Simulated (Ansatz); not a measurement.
Calculated with Ansatz (gas phase, PBE0-D4/def2-TZVP geometries, no zero-point term in ΔE). CCSD(T)/CBS adds triple-zeta CCSD(T) − MP2 to the extrapolated MP2 energy (def2 sets, frozen cores). This one scheme is used for every species. DFT in def2-TZVPP. B3LYP here is the variant with VWN-RPA as its local correlation; programs differ in this. For Ge outer-core shells are correlated without core-valence functions, which leaves a few kJ/mol of doubt a bond. Scalar relativity is left out up to krypton. One conformer a species, not always the lowest.

`[NH2][GeH]1[O][SiH2]1` + H–F → `[F][GeH]1[O][SiH2]1` + NH₃  (ligand exchange at a Ge–N bond)

`[NH2][GeH]1[O][SiH2]1`:

```xyz
9

N     0.171    1.535   -1.104
Ge    0.142   -0.225   -0.668
O    -1.347   -0.602    0.445
Si   -0.095   -1.019    1.432
H     0.314    1.770   -2.073
H     0.650    2.177   -0.495
H    -0.029   -1.015   -1.973
H     0.143   -0.170    2.630
H     0.051   -2.450    1.807
```

H–F:

Z-matrix (Å, degrees):
```
F
H 1 0.920
```

`[F][GeH]1[O][SiH2]1`:

Z-matrix (Å, degrees):
```
Ge
O 1 1.871
Si 1 2.260 2 45.9
F 1 1.737 2 107.3 3 113.4
H 1 1.533 2 109.8 3 -133.4
H 3 1.482 1 121.0 2 103.9
H 3 1.483 1 123.3 2 -102.2
```

NH₃:

Z-matrix (Å, degrees):
```
N
H 1 1.013
H 1 1.013 2 107.1
H 1 1.013 2 107.1 3 -114.5
```

| level | ΔE (kJ/mol) |
| --- | --- |
| PBE-D4 | -52.1 |
| BLYP-D4 | -59.4 |
| PBE | -55.6 |
| r2SCAN | -57.4 |
| B3LYP | -61.4 |
| BHLYP | -59.1 |
| CCSD/def2-SVP | -57.2 |
| CCSD(T)/def2-TZVPP | -46.5 |

Task: What does CCSD(T)/CBS give? (Best estimate.)

Result: Computed: -44.3 kJ/mol. The listed levels differ from it by -7.8, -15.1, -11.3, -13.1, -17.1, -14.8, -12.9, -2.2 kJ/mol.

Largest T1 diagnostic among the species: 0.014.

From BLYP to BHLYP (50 % exact exchange), in def2-TZVPP and without D4, ΔE moves by +7.4 kJ/mol. The D4 term adds +5.5 kJ/mol with B3LYP and +3.1 kJ/mol with PBE0; it sums over pairs of atoms, weighted by their polarisabilities, and B3LYP, whose exchange is more repulsive, gets the larger term. Leaving LDA and LC-ωPBE aside and taking each functional with its dispersion term where it has one, the values, not all of them listed here, spread over 18.2 kJ/mol, from B97M-V to PBE-QIDH. LDA lies +10.6 kJ/mol from PBE without D4.
